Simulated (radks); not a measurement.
The mean radii <r> (bohr) of the occupied orbitals of an atom or ion are listed with their occupations. Calculated with a radial shooting solver on a logarithmic mesh with Libxc functionals: scalar-relativistic Kohn-Sham, LDA (Slater exchange, VWN5 correlation), spin-polarised, spherical densities, finite nucleus; Fermi nuclear charge, rms radius of each element as measured or else 0.836 A^(1/3) + 0.57 fm.

| orbital | occ. | <r> |
|---|---|---|
| 1s | 2 | 0.09120 |
| 2s | 2 | 0.4432 |
| 2p | 6 | 0.4038 |
| 3s | 2 | 1.309 |

Name the element and its charge. Open shells, if any, are filled with parallel spins first.

Answer. Z = 17, chlorine, charge +5: Cl5+ in [Ne] 3s2. The 1s radius gives Z: for a bare nucleus <r> = (2 gamma + 1)/(2Z) with gamma = sqrt(1 - (Z/c)^2), 0.08778 bohr for Z = 17, and screening makes it slightly larger (0.09120 here). The occupations add up to 12, and the charge is Z minus that.
